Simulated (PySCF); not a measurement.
Job file and geometry (Å, from GFN2-xTB) of an NMR shielding run on `CCc1nnc(C)s1`, C5H8N2S, PySCF 2.14.0, density-fitted response routines, GIAO PBE0/pcSseg-1 NMR shielding, non-relativistic, gas phase; density fitting, a coarse starting grid and PySCF grid level 2 are the driver's defaults:

```
$ OMP_NUM_THREADS=1 python probes_run.py task.json out

{"job": {"kind": "nmr", "xc": "PBE0", "basis": "pcSseg-1"}, "charge": 0, "multiplicity": 1}
C     -2.654604     0.362280     0.548463
C     -1.950904    -0.414631    -0.565623
C     -0.486369    -0.451021    -0.343057
N      0.181747    -1.486978     0.006389
N      1.479914    -1.272977     0.176427
C      1.851616    -0.065393    -0.038479
C      3.240308     0.427774     0.072650
S      0.518434     0.986096    -0.503344
H     -2.475322    -0.113585     1.509712
H     -2.285461     1.385028     0.592615
H     -3.725723     0.386528     0.366144
H     -2.157783     0.057669    -1.528989
H     -2.311552    -1.443735    -0.591059
H      3.643812     0.637951    -0.917785
H      3.272960     1.347183     0.654262
H      3.851328    -0.333246     0.550262
```

Q: What does the program print?

A: 
```
coarse grid: 14144 points
cycle   1  E = -702.3782010713  dE =  1.325e+00  |g| = 4.361e-01  |ddm| = 3.816e+00
cycle   2  E = -702.3231852597  dE =  5.502e-02  |g| = 6.582e-01  |ddm| = 1.044e+00
cycle   3  E = -702.4173112162  dE = -9.413e-02  |g| = 1.874e-01  |ddm| = 7.787e-01
cycle   4  E = -702.4250809692  dE = -7.770e-03  |g| = 4.692e-02  |ddm| = 2.039e-01
cycle   5  E = -702.4256224473  dE = -5.415e-04  |g| = 8.187e-03  |ddm| = 6.150e-02
cycle   6  E = -702.4256360575  dE = -1.361e-05  |g| = 3.924e-03  |ddm| = 1.251e-02
cycle   7  E = -702.4256397871  dE = -3.730e-06  |g| = 1.191e-03  |ddm| = 4.595e-03
final grid: 132752 points
cycle   8  E = -702.4732756976  dE = -2.676e-05  |g| = 1.076e-02  |ddm| = 3.166e-02
cycle   9  E = -702.4732307574  dE =  4.494e-05  |g| = 1.673e-02  |ddm| = 2.809e-02
cycle  10  E = -702.4733024342  dE = -7.168e-05  |g| = 3.661e-03  |ddm| = 2.072e-02
cycle  11  E = -702.4733056959  dE = -3.262e-06  |g| = 4.159e-04  |ddm| = 3.514e-03
cycle  12  E = -702.4733057291  dE = -3.320e-08  |g| = 1.705e-04  |ddm| = 5.172e-04
cycle  13  E = -702.4733057355  dE = -6.371e-09  |g| = 5.191e-05  |ddm| = 1.646e-04
cycle  14  E = -702.4733057360  dE = -5.957e-10  |g| = 2.310e-05  |ddm| = 7.033e-05
converged SCF energy = -702.4733057360

GIAO shielding tensors (ppm)
atom      isotropic    diamagn.    paramagn.     s11        s22        s33       span
  0 C      166.380     247.028     -80.648    151.652    162.538    184.950     33.298
  1 C      158.112     246.594     -88.483    142.587    156.729    175.019     32.431
  2 C        9.001     263.247    -254.246    -47.394      6.874     67.524    114.918
  3 N     -125.565     328.550    -454.114   -386.983    -89.818    100.108    487.091
  4 N     -127.860     329.890    -457.750   -389.771    -92.816     99.007    488.778
  5 C       16.832     265.545    -248.714    -47.192     21.804     75.883    123.075
  6 C      168.243     246.035     -77.792    152.266    161.240    191.224     38.958
  7 S      223.382    1059.703    -836.321    -24.575    307.251    387.469    412.045
  8 H       30.334      29.806       0.527     26.383     28.861     35.756      9.372
  9 H       30.458      30.364       0.093     25.440     30.657     35.275      9.835
 10 H       30.256      27.260       2.996     25.922     26.924     37.923     12.001
 11 H       28.738      30.108      -1.370     24.567     27.711     33.936      9.369
 12 H       28.472      29.661      -1.189     23.760     27.311     34.345     10.585
 13 H       28.939      27.140       1.799     24.622     27.111     35.083     10.461
 14 H       28.982      28.382       0.600     23.899     28.366     34.682     10.782
 15 H       28.648      26.908       1.740     23.920     27.086     34.937     11.018
```

Q: Turn these shieldings into chemical shifts. Scale: TMS for 13C (σ = 186.93 ppm) and 1H (σ = 31.72 ppm); 15N (σ = 267.73 ppm) against NH3; 33S (σ = 503.73 ppm) vs CS2 (reference shieldings calculated alike).

A: Averaging equivalent atoms: C 2: 177.9; C 5: 170.1; C 1: 28.8; C 0: 20.5; C 6: 18.7; N 4: 395.6; N 3: 393.3; S 7: 280; H 11/12: 3.11; H 13/14/15: 2.86; H 8/9/10: 1.37 ppm. Experimental scales use liquid or dissolved standards, which lie at an offset from isolated NH3 (liquid NH3: subtract about 20 ppm). Unscaled 15N shifts of sp2 nitrogen come out 20 to 40 ppm too high even then.

Size and cost of the density-fitted run: 183 basis functions, 20 s wall time on 1 thread of an AMD EPYC 9R14, shared host; peak memory 0.82 GiB.
